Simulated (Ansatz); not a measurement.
Species: CH3Se2, charge 0, doublet. CH3Se2 (SMILES C[Se][Se], doublet).
B3LYP-D3(BJ)/def2-TZVP minimum from Ansatz (a first-principles code):
```xyz
6

Se     1.1726     0.4092     0.4878
Se    -0.6656    -0.1518    -0.6899
C     -1.8461    -0.9275     0.6865
H     -2.7667    -1.2261     0.1870
H     -2.0457    -0.1719     1.4406
H     -1.3506    -1.7884     1.1258
```
Charge 0, spin multiplicity 2.

Property: atomisation energy (electronic, to ground-state atoms), in kcal/mol. Open shells are spin-unrestricted; no spin-orbit coupling. Correlated methods leave the cores frozen (noble-gas shells, and filled d and f shells in the p block). No relativity. CBS(X,Y): correlation extrapolated as X^-3, Hartree-Fock from the larger set. A bracket is a step between two methods taken in the basis named. Double hybrids freeze cores in their MP2 part. Where a partner has so few electrons that a lower coupled-cluster level is exact, that level stands in.

CCSD(T)/CBS(cc-pVTZ,cc-pVQZ) + [CCSDT(Q) - CCSD(T)]/cc-pVDZ (Ansatz) gives 438.9 kcal/mol.

**Question.** What does PBE/def2-TZVPD (Ansatz) give here, and how do the other levels compare?

**Answer.** PBE gives 452.8 kcal/mol, 13.9 kcal/mol above it. Differences of the others: B3LYP/def2-TZVPD (Ansatz) -1.8; PBE0/def2-TZVPD (Ansatz) 2.6; wB97M-V/def2-TZVPD (Ansatz) -2.6; B2PLYP/def2-TZVPD (Ansatz) -6.7; CCSD(T)/CBS(cc-pVTZ,cc-pVQZ) (Ansatz) -0.8 kcal/mol.
